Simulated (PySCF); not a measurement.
Question: What does the PBE0-D3(BJ)/def2-SVP structure of InChI=1S/C12H8O/c1-3-7-11-9(5-1)10-6-2-4-8-12(10)13-11/h1-8H look like in three dimensions?

Answer: 
Z-matrix in Å and degrees, rows numbered from 1:
```
C 
C   1  1.4034
C   2  1.3917  1  121.05
C   3  1.3977  2  118.52  1     0.00
C   4  1.4075  3  119.20  2    -0.02
C   5  1.3878  4  123.12  3     0.03
O   5  1.3611  4  111.51  3  -179.97
C   7  1.3613  5  106.68  4    -0.03
C   8  1.3878  7  125.48  5  -179.96
C   9  1.3936  8  116.75  7  -180.00
C  10  1.4034  9  121.44  8    -0.01
C  11  1.3916 10  121.01  9     0.00
C  12  1.3978 11  118.53 10     0.00
H   1  1.0922  2  119.36  3  -179.99
H   2  1.0922  1  119.31  3   180.00
H   3  1.0921  2  120.76  1   179.98
H   6  1.0909  1  122.26  2   179.99
H   9  1.0908  8  121.04  7     0.00
H  10  1.0924  9  119.20  8  -180.00
H  11  1.0921 10  119.33  9  -179.98
H  12  1.0922 11  120.75 10  -179.99
```

The 13 heavy atoms lie in one plane (0.000 Å rms). The 5-membered ring C4–C5–O7–C8–C13 has internal angles of 105.1° to 111.5° (sum 540°, against 540° for a flat polygon); it is planar, 0.00 Å rms from its mean plane, widest ring torsion 0°. The 6-membered ring C8–C9–C10–C11–C12–C13 has internal angles of 116.7° to 123.0°; it is planar, 0.00 Å rms from its mean plane, widest ring torsion 0°. O7 (furan-type oxygen) is bent (angle 106.7°).

Theory: PBE0-D3(BJ)/def2-SVP geometry optimisation, gas phase (PySCF).

Point group: C2v (every atom within 0.08 Å of its image). Stationary, but not proved a minimum.
